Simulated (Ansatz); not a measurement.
`[F][GeH]([Cl])[I]` → `[F][Ge][Cl]` + HI at 400 K and 1 bar (germylene formation by 1,1-elimination).

Computed with Ansatz on PBE0-D4/def2-TZVP structures; ΔE is electronic, products minus reactants. CBS: MP2 limit from def2 TZ/QZ plus the TZ coupled-cluster correction, frozen cores. def2 core potentials past Kr. For Ge, I outer-core shells are correlated without core-valence functions, which leaves a few kJ/mol of doubt a bond. Scalar relativity is left out up to krypton.

```
            species  CCSD(T)/CBS energy (Eh)  H − E (kJ/mol)  S (J/(mol·K))
`[F][GeH]([Cl])[I]`              -2933.83800            59.2          372.2
      `[F][Ge][Cl]`              -2635.75718            25.5          304.4
                 HI               -298.03592            25.7          215.0
```

H − E and S are ideal-gas, rigid-rotor, harmonic terms from PBE0-D4/def2-TZVP, for one conformer and one mirror image of each species. 1 Eh = 2625.50 kJ/mol, R = 8.31446 J/(mol·K).

Question: By hand: ΔE, ΔH, ΔS and ΔG.

Answer: ΔE = (-2635.75718) + (-298.03592) − (-2933.83800) = 0.04490 Eh = 117.9 kJ/mol. Δ(H − E) = 25.5 + 25.7 − 59.2 = -8.0, so ΔH = 109.9 kJ/mol. ΔS = 304.4 + 215.0 − 372.2 = 147.2 J/(mol·K). ΔG = 109.9 − 400 × (147.2)/1000 = 51.0 kJ/mol.

Question: By hand: the equilibrium constant, and the temperature at which ΔG would vanish if ΔH and ΔS stayed fixed.

Answer: log₁₀ K = −ΔG/(RT ln 10) = -6.7. ΔG = 0 at ΔH/ΔS = 747 K.

The number of gas molecules changes by +1, which sets the sign of ΔS. A doubt of 5 kJ/mol in ΔE shifts log₁₀ K by 0.7 here. Other conformers and mirror images would add mixing entropy, several J/(mol·K) or more a flexible species. These are equilibria of isolated gas molecules and say nothing of rates. Largest T1 diagnostic: 0.014 (customary marks: 0.02 for closed shells, 0.045 for open ones).
